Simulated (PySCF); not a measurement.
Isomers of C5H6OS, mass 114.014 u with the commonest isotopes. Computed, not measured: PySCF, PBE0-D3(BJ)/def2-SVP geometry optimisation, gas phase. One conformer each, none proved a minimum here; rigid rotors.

Question: Order these by radius of gyration √(Σ m r²/M), smallest first.
A. `[CH3:1][O:2][c:3]1[cH:4][cH:5][cH:6][s:7]1` with C1–O2–C3–C4 179°
B. `[SH:1][CH2:2][c:3]1[cH:4][cH:5][cH:6][o:7]1` with H–S1–C2–C3 -62°, S1–C2–C3–C4 -107°
C. `[CH3:1][O:2][c:3]1[cH:4][cH:5][s:6][cH:7]1` with C1–O2–C3–C4 179°

Answer: A (1.789 Å), C (1.894 Å), B (1.988 Å).

Question: Order these by rotational constant A, smallest first.
A. `[CH3:1][O:2][c:3]1[cH:4][cH:5][s:6][cH:7]1` with C1–O2–C3–C4 179°
B. `[SH:1][CH2:2][c:3]1[cH:4][cH:5][cH:6][o:7]1` with H–S1–C2–C3 -62°, S1–C2–C3–C4 -107°
C. `[CH3:1][O:2][c:3]1[cH:4][cH:5][cH:6][s:7]1` with C1–O2–C3–C4 179°

Answer: C (4867 MHz), A (5693 MHz), B (6033 MHz).

Question: Order these by rotational constant B, largest first.
A. `[CH3:1][O:2][c:3]1[cH:4][cH:5][s:6][cH:7]1` with C1–O2–C3–C4 179°
B. `[SH:1][CH2:2][c:3]1[cH:4][cH:5][cH:6][o:7]1` with H–S1–C2–C3 -62°, S1–C2–C3–C4 -107°
C. `[CH3:1][O:2][c:3]1[cH:4][cH:5][cH:6][s:7]1` with C1–O2–C3–C4 179°

Answer: C (1925 MHz), A (1571 MHz), B (1297 MHz).

```csv
SMILES,point group,Ia (u·Å²),Ib (u·Å²),Ic (u·Å²),κ,μa (D),μb (D),μc (D)
COc1ccsc1,Cs,88.77,321.76,407.28,-0.85,0.89,0.66,0.03
SCc1ccco1,C1,83.76,389.74,427.94,-0.95,1.30,0.09,0.67
COc1cccs1,Cs,103.85,262.53,363.12,-0.69,0.83,0.77,0.03
```
